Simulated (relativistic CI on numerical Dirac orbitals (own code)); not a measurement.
# Hyperfine structure of Hf66+, mass number 177

Computed by Dirac-Coulomb-Breit CI, orbitals from a KLI potential per configuration, model QED (radiative potential, 1s self-energy scaled to tabulated hydrogen-like ionisation energies), unscaled Slater integrals (own radial code, finite nucleus).

Configuration list (outside the closed core 1s2): 2s2.2p2, 2s.2p3, 2p4, 2p3.3s, 2p3.3p, 2p3.3d, 2s2.2p.3s, 2s2.2p.3p, 2s2.2p.3d, 2s.2p2.3s, 2s.2p2.3p, 2s.2p2.3d, 2s2.2p.4s, 2s2.2p.4p, 2s2.2p.4d, 2s2.2p.4f. Levels of other configurations are missing.

Nuclear spin I = 7/2, μ = 0.791 μN, Q = 3.37 b (tables of Stone and Pyykkö). The electronic factors are computed for point nuclear moments, without core polarisation or the Bohr-Weisskopf and QED corrections.

```
       Level   E (Ry)  A (GHz)  B (GHz)
2s2.2p2 3P_1   91.404   -159.9     2580
2s2.2p2 1D_2   92.753    512.8     4870
2s2.2p2 3P_2  185.821    178.7      285
2s.2p3 5S°_2  202.015    934.6      821
2s.2p3 3D°_3  205.278     1160    -12.1
2s.2p3 3S°_1  211.348    -1121    -1550
2s.2p3 1D°_2  212.055   -88.32     -539
2s.2p3 3P°_1  212.349     2941      872
```

Levels with J = 0, under 50 % of one LS term, or S terms without an open s electron are left out. Small factors come from cancelling terms and can be off by tens of per cent or more.

At this charge energies of transitions that change n are usually good to better than 1 %, and those within a shell (Δn = 0) to a few per cent.

**Question.** Give the hyperfine levels of 2s2.2p2 1D_2 relative to its centre of gravity.

**Answer.** With K = F(F + 1) − I(I + 1) − J(J + 1), E = AK/2 + B[¾K(K + 1) − I(I + 1)J(J + 1)]/[2I(2I − 1)J(2J − 1)]: F = 3/2: -2008, F = 5/2: -2899, F = 7/2: -2929, F = 9/2: -881.7, F = 11/2: 4806 GHz.

LS names give the leading component of a level, which can be under half, so a name can repeat, a term be missing and a line seem to break the LS rules.
